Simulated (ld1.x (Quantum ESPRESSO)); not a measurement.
# u(r) = r·R(r): atom against pseudo-atom (zirconium (Zr))

Columns: radius, all-electron u(r) and pseudo u(r) of the 4s shell (level -54.83 eV) of zirconium in the configuration [Ar] 3d10 4s2 4p6 4d2 5s1.75 5p0.25; LDA (PZ), scalar-relativistic, ultrasoft scheme, ld1.x (Quantum ESPRESSO) 7.5.

```json
{"r (bohr)": "0.143", "all-electron": "-0.2764", "pseudo": "-0.1928"}
{"r (bohr)": "0.285", "all-electron": "0.4780", "pseudo": "-0.3740"}
{"r (bohr)": "0.428", "all-electron": "0.4372", "pseudo": "-0.5364"}
{"r (bohr)": "0.570", "all-electron": "-0.0745", "pseudo": "-0.6700"}
{"r (bohr)": "0.713", "all-electron": "-0.5762", "pseudo": "-0.7708"}
{"r (bohr)": "0.855", "all-electron": "-0.8952", "pseudo": "-0.8341"}
{"r (bohr)": "0.998", "all-electron": "-1.0347", "pseudo": "-0.8604"}
{"r (bohr)": "1.140", "all-electron": "-1.0412", "pseudo": "-0.8515"}
{"r (bohr)": "1.283", "all-electron": "-0.9679", "pseudo": "-0.8118"}
{"r (bohr)": "1.425", "all-electron": "-0.8557", "pseudo": "-0.7480"}
{"r (bohr)": "1.568", "all-electron": "-0.7301", "pseudo": "-0.6669"}
{"r (bohr)": "1.710", "all-electron": "-0.6083", "pseudo": "-0.5771"}
{"r (bohr)": "1.853", "all-electron": "-0.4971", "pseudo": "-0.4850"}
{"r (bohr)": "1.995", "all-electron": "-0.4011", "pseudo": "-0.3980"}
{"r (bohr)": "2.138", "all-electron": "-0.3198", "pseudo": "-0.3195"}
{"r (bohr)": "2.280", "all-electron": "-0.2532", "pseudo": "-0.2532"}
{"r (bohr)": "2.423", "all-electron": "-0.1988", "pseudo": "-0.1988"}
{"r (bohr)": "2.565", "all-electron": "-0.1556", "pseudo": "-0.1556"}
{"r (bohr)": "2.708", "all-electron": "-0.1210", "pseudo": "-0.1210"}
{"r (bohr)": "2.850", "all-electron": "-0.0939", "pseudo": "-0.0939"}
{"r (bohr)": "2.992", "all-electron": "-0.0726", "pseudo": "-0.0726"}
{"r (bohr)": "3.135", "all-electron": "-0.0560", "pseudo": "-0.0560"}
{"r (bohr)": "3.278", "all-electron": "-0.0430", "pseudo": "-0.0430"}
{"r (bohr)": "3.420", "all-electron": "-0.0330", "pseudo": "-0.0330"}
{"r (bohr)": "3.563", "all-electron": "-0.0253", "pseudo": "-0.0253"}
{"r (bohr)": "3.705", "all-electron": "-0.0194", "pseudo": "-0.0194"}
```

**Question.** How many radial nodes do the two functions have?

**Answer.** The all-electron 4s function has n − l − 1 = 3 (the table is too coarse to show those close to the nucleus); the pseudo-wave has 0, since the states of the same l below it are removed with the core.

**Question.** At about which radius was the pseudo-wave matched?

**Answer.** 2.45 bohr. The columns agree to 0.0005 from 2.14 bohr on; several derivatives are matched, so the curves merge somewhat inside the radius.

**Question.** Where does each function peak?

**Answer.** Outermost all-electron maximum near 1.14 bohr, pseudo maximum near 1.00 bohr (to the table’s step).

**Question.** Is the pseudo-wave norm-conserving?

**Answer.** No, it belongs to an ultrasoft set: the norm inside the radius is not constrained, and the difference is carried by the augmentation charge.
